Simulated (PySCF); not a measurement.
Sn(F)3(SiH3) (F₃H₃SiSn), SMILES [F][Sn]([SiH3])([F])[F]. Atoms are numbered in the order given.

```xyz
8

F      1.5188    -0.8769    -1.0630
Sn     0.0000     0.0000    -0.2461
F      0.0000     1.7538    -1.0630
F     -1.5188    -0.8769    -1.0630
Si     0.0000     0.0000     2.3375
H      1.2321     0.7114     2.7605
H      0.0000    -1.4227     2.7605
H     -1.2321     0.7114     2.7605
```
Charge 0, spin multiplicity 1.

Geometry optimised at B3LYP-D3(BJ)/def2-SVP. The structure was generated by enumeration; whether it is a known compound was not checked. The def2 effective core potentials stand for the cores of Sn; spin–orbit coupling is left out.

Computed with PBE0/def2-TZVP run with PySCF.

Q: Estimate the frontier levels, gap, dipole moment and polarisability. (Estimate from the structure and the level; the computed values follow.)

A: 
The highest occupied level comes out as -9.67 eV and the lowest empty level is -2.27 eV. The orbital gap comes out as 7.40 eV, the dipole moment is 5.82 D and the quadrupole, principal values (traceless, Buckingham form, about the centre of nuclear charge) comes out as -4.13, -4.13, 8.26 D·Å. The mean static polarisability is 63.5 bohr³ (9.41 Å³) and the polarisability, principal values is 56.0, 56.0, 78.6 bohr³.
